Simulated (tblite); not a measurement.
Record of a relaxation.

C5H16BN.
Numbering: `[CH3:1][NH2+:2][BH2-:3][C:4]([CH3:5])([CH3:6])[CH3:7]` (hydrogens: H8, H9, H10 on C1; H11, H12 on N2; H13, H14 on B3; H15, H16, H17 on C5; H18, H19, H20 on C6; H21, H22, H23 on C7)

Computed with GFN2-xTB (tblite), gas phase: L-BFGS steps from a force-field or distance-geometry start until the largest atomic force falls under 0.01 eV/Å. 3 of its 92 geometries are shown.

Step 0: E = -626.0113 eV, largest atomic force 2.132 eV/Å
```
atom  x, y, z in Å  |  force x, y, z in eV/Å
C1      2.951    0.067    0.540    0.406   0.091   0.376
N2      1.563   -0.430    0.533    1.011  -1.261   1.263
B3      0.651    0.465   -0.309   -1.190   1.355  -1.137
C4     -0.945    0.071   -0.198    0.162  -0.339   0.453
C5     -1.154   -1.440   -0.462   -0.331   0.037  -0.144
C6     -1.488    0.406    1.212   -0.076  -0.053   0.261
C7     -1.734    0.882   -1.238   -0.429   0.338   0.109
H8      2.999    1.090    0.998   -0.163  -0.901  -0.586
H9      3.356    0.100   -0.493   -0.406   0.096   0.670
H10     3.585   -0.607    1.147   -0.091   0.278  -0.247
H11     1.229   -0.471    1.530    0.214   0.006  -1.163
H12     1.573   -1.406    0.150   -0.193   1.020   0.439
H13     0.972    0.392   -1.446    0.331  -0.306  -0.300
H14     0.778    1.609    0.017    0.178   0.013   0.346
H15    -2.240   -1.675   -0.482    0.636   0.014   0.022
H16    -0.724   -1.719   -1.442   -0.243   0.130   0.508
H17    -0.680   -2.059    0.322   -0.270   0.264  -0.342
H18    -1.318    1.474    1.452   -0.095  -0.641  -0.176
H19    -2.576    0.210    1.276    0.496   0.071   0.012
H20    -0.988   -0.207    2.004   -0.369   0.427  -0.597
H21    -1.393    0.650   -2.261   -0.114   0.165   0.526
H22    -2.821    0.647   -1.175    0.615   0.181  -0.063
H23    -1.603    1.978   -1.051   -0.078  -0.983  -0.229
```

Step 46: E = -626.3467 eV, largest atomic force 0.015 eV/Å
```
atom  x, y, z in Å  |  force x, y, z in eV/Å
C1      2.969   -0.012    0.606    0.001   0.000  -0.003
N2      1.557   -0.369    0.550   -0.010   0.005  -0.003
B3      0.637    0.581   -0.416    0.006   0.004  -0.004
C4     -0.920    0.091   -0.212    0.006   0.001  -0.001
C5     -1.109   -1.409   -0.485   -0.003  -0.002   0.000
C6     -1.443    0.386    1.201   -0.001  -0.003   0.004
C7     -1.804    0.856   -1.202    0.001   0.005  -0.003
H8      3.066    0.993    1.010   -0.002   0.007  -0.001
H9      3.372   -0.008   -0.404    0.005  -0.009  -0.011
H10     3.543   -0.707    1.223    0.011   0.000   0.010
H11     1.135   -0.317    1.473    0.002   0.004   0.004
H12     1.437   -1.313    0.195    0.004   0.000   0.005
H13     1.036    0.392   -1.524    0.001  -0.004   0.003
H14     0.814    1.700   -0.044    0.001  -0.008   0.003
H15    -2.168   -1.669   -0.493   -0.004  -0.001  -0.003
H16    -0.692   -1.675   -1.455   -0.003  -0.002   0.001
H17    -0.633   -2.027    0.279    0.000   0.000   0.001
H18    -1.319    1.441    1.435   -0.005  -0.002   0.004
H19    -2.503    0.143    1.281   -0.005  -0.002   0.002
H20    -0.920   -0.197    1.962    0.002  -0.004   0.001
H21    -1.503    0.634   -2.223   -0.005   0.004  -0.005
H22    -2.856    0.589   -1.086    0.002   0.002  -0.003
H23    -1.700    1.927   -1.047   -0.007   0.004  -0.001
```

Step 91: E = -626.3497 eV, largest atomic force 0.008 eV/Å
```
atom  x, y, z in Å  |  force x, y, z in eV/Å
C1      2.975   -0.019    0.586    0.003   0.004   0.001
N2      1.548   -0.314    0.614    0.002   0.003   0.002
B3      0.637    0.575   -0.417    0.007   0.002  -0.001
C4     -0.920    0.082   -0.218    0.006  -0.001   0.001
C5     -1.111   -1.409   -0.531   -0.003  -0.002  -0.006
C6     -1.442    0.334    1.204   -0.003   0.005   0.000
C7     -1.802    0.879   -1.186    0.000  -0.004   0.005
H8      3.122    1.034    0.818    0.001   0.006   0.003
H9      3.353   -0.198   -0.418    0.003  -0.003  -0.001
H10     3.535   -0.627    1.300    0.004  -0.005  -0.005
H11     1.163   -0.141    1.539   -0.004  -0.004   0.003
H12     1.374   -1.284    0.368    0.003   0.003   0.006
H13     1.057    0.333   -1.506   -0.004   0.001   0.001
H14     0.800    1.711   -0.096    0.002  -0.005   0.000
H15    -2.170   -1.671   -0.532   -0.006  -0.001   0.000
H16    -0.706   -1.647   -1.512    0.002  -0.004  -0.005
H17    -0.624   -2.047    0.209    0.000   0.000  -0.007
H18    -1.302    1.376    1.482    0.001   0.006   0.001
H19    -2.507    0.107    1.270   -0.006   0.004   0.002
H20    -0.934   -0.291    1.942    0.000   0.003  -0.004
H21    -1.492    0.697   -2.212   -0.002   0.001   0.005
H22    -2.853    0.602   -1.088   -0.002  -0.003   0.000
H23    -1.706    1.944   -0.991   -0.004  -0.004   0.000
```

Task: Summarise the path.

Result: The energy falls by 32.65 kJ/mol from step 0 to step 91; nine tenths of that is first reached at step 7. It falls at every step. The largest force goes from 2.132 to 0.008 eV/Å. Among the bonds N2–B3 changes most, from 1.531 to 1.638 Å; the atoms move by 0.164 Å rms after alignment.

The cost below is that of the whole relaxation. On one thread, Intel Xeon at 2.50 GHz (x86_64), shared host, this took 2.1 s wall, 1.8 s CPU.
